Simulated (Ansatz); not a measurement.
Consider the cleavage of the Si–As bond: `[SiH3][As]1C[SiH2]1` + `CBS` → `CBS[SiH3]` + `C1[SiH2][AsH]1`.

Calculated with Ansatz (gas phase, PBE0-D4/def2-TZVP geometries, no zero-point term in ΔE). CCSD(T)/CBS is the MP2 limit (def2-TZVPP, def2-QZVPP) plus CCSD(T) − MP2 in def2-TZVPP, frozen cores. Functionals use def2-TZVPP. HSE06 is defined as in plane-wave codes. For As outer-core shells are correlated without core-valence functions, which leaves a few kJ/mol of doubt a bond. Scalar relativity is left out up to krypton. One conformer a species, not always the lowest.

`[SiH3][As]1C[SiH2]1`:

Cartesian coordinates in Å:
```
Si 1.693 0.803 0.068
As -0.322 0.736 1.286
C -0.837 -1.140 0.622
Si -1.520 0.084 -0.578
H 1.969 2.193 -0.381
H 2.818 0.355 0.933
H 1.635 -0.096 -1.118
H -1.518 -1.616 1.322
H -0.008 -1.780 0.342
H -2.983 0.305 -0.564
H -0.928 0.154 -1.932
```

`CBS`:

Z-matrix (Å, degrees):
```
C
B 1 1.558
H 1 1.096 2 109.5
H 1 1.096 2 109.6 3 115.0
H 1 1.092 2 115.2 3 -122.5
S 2 1.782 1 119.7 3 122.5
H 2 1.195 1 121.8 3 -57.5
H 6 1.343 2 98.9 1 -180.0
```

`CBS[SiH3]`:

```xyz
11

C    -1.218    0.934    1.608
B    -0.408    0.429    0.379
S     0.470   -1.133    0.440
Si    1.307   -1.137   -1.539
H    -0.845    1.920    1.910
H    -1.201    0.273    2.475
H    -2.261    1.100    1.313
H    -0.357    1.076   -0.630
H     0.227   -1.102   -2.555
H     2.086   -2.392   -1.679
H     2.202    0.031   -1.722
```

`C1[SiH2][AsH]1`:

```xyz
8

C     0.642   -0.521   -0.502
Si   -0.865    0.497   -0.206
As    0.056   -0.862    1.429
H     1.617   -0.059   -0.606
H     0.539   -1.425   -1.095
H    -2.120    0.069   -0.863
H    -0.709    1.965   -0.114
H     0.840    0.336    1.956
```

```
             level  ΔE (kcal/mol)  difference from CCSD(T)/CBS
       LDA (SPW92)           -1.2                          1.0
         r2SCAN-D4           -2.4                         -0.2
            B97M-V           -3.3                         -1.1
          HSE06-D4           -1.5                          0.7
      CAM-B3LYP-D4           -3.0                         -0.8
            B2PLYP           -2.9                         -0.7
            revPBE           -2.2                          0.0
              BLYP           -3.3                         -1.1
           r2SCAN0           -2.5                         -0.3
RPA@PBE/def2-TZVPP           -2.4                         -0.2
       HF/def2-SVP           -4.6                         -2.4
      MP2/def2-SVP           -1.7                          0.5
  CCSD(T)/def2-SVP           -1.9                          0.3
    MP2/def2-TZVPP           -1.9                          0.3
    MP2/def2-QZVPP           -2.0                          0.2
      HF/CBS(def2)           -5.3                         -3.1
       CCSD(T)/CBS           -2.2                            0
```

Largest T1 diagnostic among the species: 0.013.

In def2-TZVPP, CCSD(T) changes the Hartree–Fock value by +2.8 kcal/mol (the triples alone add +0.4 kcal/mol) and MP2 by +3.1 kcal/mol. The D4 term adds +1.1 kcal/mol with B3LYP and +0.6 kcal/mol with PBE0; it sums over pairs of atoms, weighted by their polarisabilities, and B3LYP, whose exchange is more repulsive, gets the larger term.

B3LYP here is the variant with VWN-RPA as its local correlation; programs differ in this.
